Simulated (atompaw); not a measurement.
Before and after: PAW (atompaw) potential for S (Z = 16)

```
Element                 : S (Z = 16)
Generator               : atompaw 4.2.0.5
Type                    : PAW
Functional              : PBE
Relativity              : non-relativistic
Frozen core             : [Ne]
Valence charge          : 6
Reference configuration : 3s2 3p3.5 (charge +0.5)
Partial waves           : 3s (bound): rc 1.40 bohr; 3s channel at 2.55 Ry: rc 1.50 bohr; 3p (bound): rc 1.50 bohr; 3p channel at 0.4 Ry: rc 1.50 bohr; 3d channel at 0.2 Ry: rc 1.25 bohr; 3d channel at 1 Ry: rc 1.50 bohr
Local potential         : bessel scheme, radius 1.25 bohr
Core correction         : smooth core density matched at 1.20 bohr
Augmentation charge     : besselshape compensation charge, radius 1.40 bohr; PAW radius 1.50 bohr; waves and projectors: custom rrkj gramschmidtortho
```

All-electron outer shells of the reference configuration (PBE, non-relativistic, ld1.x):

| shell | level (eV) | outermost node (bohr) | outermost maximum (bohr) |
| --- | --- | --- | --- |
| 3s | -22.13 | 0.60 | 1.40 |
| 3p | -11.72 | 0.58 | 1.57 |

Change: reference 3s2 3p4.

Cutoffs: the cutoffs (Ry, on a coarse ladder) from which the occupation-weighted sum of valence levels, in a spherical-Bessel basis at the reference potential, stays within 10 and 1 mRy of its value at 400 Ry; they do not see the model core or the augmentation charge, which bear on the density cutoff.

Question: What does the change do?

Answer: The potential gets neither clearly harder nor softer (18 Ry and 35 Ry → 18 Ry and 40 Ry); a bound ghost appears in s, which as a rule spoils a file.

```csv
quantity,base,changed
"cutoff, loose",18 Ry,18 Ry
"cutoff, tight",35 Ry,40 Ry
loose cutoff by channel (10 mRy a level),"s 12 Ry, p 12 Ry","s 10 Ry, p 12 Ry"
bound ghosts,none,s
s: phases at 1.50 bohr within 0.05 rad from the reference energy up to (Ry; the scan ends near 5),to the end of the scan,to the end of the scan
p: phases at 1.50 bohr within 0.05 rad from the reference energy up to (Ry; the scan ends near 5),to the end of the scan,to the end of the scan
d: phases at 1.50 bohr within 0.05 rad from the reference energy up to (Ry; the scan ends near 5),to the end of the scan,to the end of the scan
lowest overlap eigenvalue by channel,"s 0.11, p 0.77, d 0.28","s 0.02, p 0.77, d 0.29"
```

 A true bound ghost makes a file unfit for plane-wave use even where its test errors are small: the radial tests pick states by their node count and pass the ghost by. The cutoffs see the waves, projectors and local potential, not the compensation charge or the core.
